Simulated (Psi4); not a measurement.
Psi4 input (wB97X-D/6-311+G**):

```
memory 1500 MB

molecule {
0 2
N     1.45944800    0.09912300   -0.17780100
Si   -0.23810700    0.11002200   -0.31958500
O    -1.19240000   -0.37082800    0.94902200
H     1.96220400    0.90231300    0.16409200
H     1.98714000   -0.75055600   -0.05542500
H    -0.62552000    1.49444700   -0.67170000
H    -0.66726800   -0.91375600   -1.31034800
symmetry c1
no_reorient
no_com
}

set {
  basis 6-311+G**
  reference uks
  scf_type pk
  dft_radial_points 99
  dft_spherical_points 590
  e_convergence 1e-8
  d_convergence 1e-7
  maxiter 150
}

e = energy('wb97x-d')
print_out(f'\nFINAL {e:.10f} DIPOLE {variable("CURRENT DIPOLE")[0]:.6f} {variable("CURRENT DIPOLE")[1]:.6f} {variable("CURRENT DIPOLE")[2]:.6f}\n')
```

From the output:

```
      47A      0.904761    48A      0.913643    49A      0.932222
      50A      1.007146    51A      1.012463    52A      1.121732
      53A      1.169923    54A      1.186341    55A      1.195291
      56A      1.275078    57A      1.298879    58A      1.311156
      59A      1.327046    60A      1.487370    61A      1.551384
      62A      1.569478    63A      1.593330    64A      1.687121
      65A      1.706567    66A      1.809389    67A      1.862324
      68A      2.025467    69A      2.033300    70A      2.118107
      71A      2.180954    72A      2.457582    73A      2.492386
      74A      2.543855    75A      2.663465    76A      2.700023
      77A      2.775977    78A      2.858333    79A      2.936227
      80A      2.943883    81A      3.009707    82A      3.024837
      83A      3.081615    84A      3.125991    85A      3.421310
      86A      3.942625    87A      4.371851    88A      4.818832
      89A      5.091736    90A      5.123914    91A      5.134645
      92A      5.846480    93A     11.518618    94A     11.541467
      95A     11.623918    96A     35.677109    97A     49.963202
      98A    141.344145

    Final Occupation by Irrep:
              A
    DOCC [    16 ]
    SOCC [     1 ]
    NA   [    17 ]
    NB   [    16 ]

  @UKS Final Energy:  -421.85644258810964

   => Energetics <=

    Nuclear Repulsion Energy =            109.8397179444398688
    One-Electron Energy =                -800.1278952335593431
    Two-Electron Energy =                 295.3982592722447862
    DFT Exchange-Correlation Energy =     -26.9650584987868704
    Empirical Dispersion Energy =          -0.0014660724480660
    VV10 Nonlocal Energy =                  0.0000000000000000
    Total Energy =                       -421.8564425881096440

  UHF NO Occupations:
  HONO-2 :   15  A 1.9994780
  HONO-1 :   16  A 1.9990661
  HONO-0 :   17  A 1.0000000
  LUNO+0 :   18  A 0.0009339
  LUNO+1 :   19  A 0.0005220
  LUNO+2 :   20  A 0.0004664
  LUNO+3 :   21  A 0.0002988

Computation Completed

Properties will be evaluated at   0.000000,   0.000000,   0.000000 [a0]

Properties computed using the SCF density matrix

 Multipole Moments:

 ------------------------------------------------------------------------------------
     Multipole            Electronic (a.u.)      Nuclear  (a.u.)        Total (a.u.)
 ------------------------------------------------------------------------------------

 L = 1.  Multiply by 2.5417464519 to convert [e a0] to [Debye]
 Dipole X            :          0.8833603           -0.0000113            0.8833490
 Dipole Y            :          0.2107920           -0.0000132            0.2107788
 Dipole Z            :         -0.2861046           -0.0000038           -0.2861084
 Magnitude           :                                                    0.9521508

 ------------------------------------------------------------------------------------

FINAL -421.8564425881 DIPOLE 0.883349 0.210779 -0.286108

*** Psi4 exiting successfully. Buy a developer a beer!
```

The geometry given is a B3LYP-D3(BJ)/def2-TZVP minimum.
